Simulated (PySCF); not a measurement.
Compound: C6H6O3.
SMILES with atom numbers: `[O:1]=[C:2]1[CH:3]=[C:4]([CH2:5][OH:6])[C:7](=[O:8])[CH2:9]1` (hydrogens: H10 on C3; H11, H12 on C5; H13 on O6; H14, H15 on C9)

Theory: TDDFT PBE0/def2-SVPD, vertical, gas phase, core orbitals frozen in the response in PySCF. The structure is a single GFN2-xTB conformer in the gas phase; no vibrational or solvent corrections. Torsions of this conformer, `[O:1]=[C:2]1[CH:3]=[C:4]([CH2:5][OH:6])[C:7](=[O:8])[CH2:9]1`: C3–C4–C5–O6 3°, H–O6–C5–C4 59°.

Frontier orbitals with the atoms that hold most of them (Löwdin shares over 4%, at most four atoms; ? is withheld):

```
orbital  ε (eV)                            atoms
 LUMO+2    0.09  O6 22%, H13 16%, C5 16%, C3 10%
 LUMO+1   -0.75   C2 18%, C7 16%, O1 12%, O8 11%
   LUMO   -2.86                                ?
   HOMO       ?    O1 34%, O8 26%, C9 12%, C2 7%
 HOMO-1   -8.44                                ?
 HOMO-2   -8.73   C3 19%, C4 17%, O6 15%, O8 10%
 HOMO-3   -9.19    O6 42%, C4 13%, O8 10%, C3 9%
```

Problem. Which atoms hold the HOMO-1, and with what shares?

Solution. O1 (bonded to C) 27%; O8 (bonded to C) 24%; O6 (bonded to C and H) 11%; C9 (bonded to 2 C and 2 H) 8%. By element: oxygen 62%, carbon 8% or more.

Problem. Which atoms hold the LUMO, and with what shares?

Solution. C3 (bonded to 2 C and H) 18%; C4 (bonded to 3 C) 18%; O8 (bonded to C) 16%; O1 (bonded to C) 14%. By element: carbon 37% or more, oxygen 29% or more.

Problem. What is the HOMO energy, and the HOMO–LUMO gap?

Solution. ε(HOMO) = -7.59 eV; the gap is 4.74 eV (0.1741 hartree).

Problem. The HOMO–LUMO gap is 4.74 eV. Where does the response calculation put the lowest singlet, and from which orbitals?

Solution. S1 is at 3.02 eV (f = 0.0001), 1.71 eV below the gap, made of HOMO→LUMO (97%). Without the coupling terms of the response equations the lowest excitation would equal the gap.

Problem. Give energy, strength and leading configuration of S1, S2, S4 and S6, and follow the Löwdin shares of the leading atoms from the occupied to the empty orbital.

Solution. 
- S1 (3.02 eV, f 0.0001), HOMO→LUMO (97%): O1 34% → 14%, O8 26% → 16%, C3 at most 8% → 18%, C4 at most 8% → 18%
- S2 (3.80 eV, f 0.0001), HOMO-1→LUMO (84%): O1 27% → 14%, O8 24% → 16%, C3 at most 8% → 18%, C4 at most 8% → 18%
- S4 (5.23 eV, f 0.0048), HOMO→LUMO+1 (85%): O1 34% → 12%, O8 26% → 11%, C2 7% → 18%, C7 at most 8% → 16%
- S6 (6.02 eV, f 0.0054), HOMO-1→LUMO+1 (82%): O1 27% → 12%, O8 24% → 11%, C2 at most 8% → 18%, C7 at most 8% → 16%
